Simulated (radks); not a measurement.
Results of a calculation; reference values are marked as such.
Trend from La to Lu: ionisation energy by Delta-SCF between NIST ground configurations, and size. Level of theory: scalar-relativistic Kohn-Sham, PBEsol, spin-polarised, spherical densities, finite nucleus; open shells are filled with parallel spins first (spin-orbit coupling, left out, can overturn this in heavy ions); Fermi nuclear charge, rms radius of each element as measured or else 0.836 A^(1/3) + 0.57 fm (a radial shooting solver on a logarithmic mesh with Libxc functionals).

species,configuration,configuration of the ion,IE (eV),NIST (eV),kind,-e(HOMO) (eV),outermost,<r> outermost (bohr),r at 0.001 e/bohr^3 (bohr)
La,[Xe] 5d1 6s2,[Xe] 5d2,5.581,5.577,exp.,3.324 (5d),6s,4.46,5.48
Ce,[Xe] 4f1 5d1 6s2,[Xe] 4f1 5d2,5.707,5.539,exp.,3.347 (5d),6s,4.40,5.43
Pr,[Xe] 4f3 6s2,[Xe] 4f3 6s1,5.398,5.470,semi-emp.,1.876 (4f),6s,4.54,5.39
Nd,[Xe] 4f4 6s2,[Xe] 4f4 6s1,5.445,5.525,exp.,2.586 (4f),6s,4.49,5.36
Pm,[Xe] 4f5 6s2,[Xe] 4f5 6s1,5.492,5.582,exp.,3.189 (4f),6s,4.44,5.32
Sm,[Xe] 4f6 6s2,[Xe] 4f6 6s1,5.538,5.644,exp.,3.452 (6s),6s,4.40,5.29
Eu,[Xe] 4f7 6s2,[Xe] 4f7 6s1,5.586,5.670,exp.,3.478 (6s),6s,4.35,5.26
Gd,[Xe] 4f7 5d1 6s2,[Xe] 4f7 5d1 6s1,5.966,6.150,exp.,2.988 (5d),6s,4.11,5.23
Tb,[Xe] 4f9 6s2,[Xe] 4f9 6s1,5.838,5.864,exp.,0.955 (4f),6s,4.19,5.19
Dy,[Xe] 4f10 6s2,[Xe] 4f10 6s1,5.939,5.939,exp.,1.509 (4f),6s,4.13,5.16
Ho,[Xe] 4f11 6s2,[Xe] 4f11 6s1,6.033,6.022,exp.,1.985 (4f),6s,4.07,5.13
Er,[Xe] 4f12 6s2,[Xe] 4f12 6s1,6.124,6.108,exp.,2.398 (4f),6s,4.01,5.10
Tm,[Xe] 4f13 6s2,[Xe] 4f13 6s1,6.213,6.184,exp.,2.756 (4f),6s,3.96,5.07
Yb,[Xe] 4f14 6s2,[Xe] 4f14 6s1,6.301,6.254,exp.,3.068 (4f),6s,3.91,5.05
Lu,[Xe] 4f14 5d1 6s2,[Xe] 4f14 6s2,5.422,5.426,exp.,1.978 (5d),6s,3.67,5.05

Reference values: NIST Atomic Spectra Database (exp. = measured, semi-emp. = semi-empirical, theory = theoretical value adopted there). Open shells are spherical and high-spin; term and fine-structure splittings are not resolved. Spin-orbit splitting is averaged out at the scalar-relativistic level.
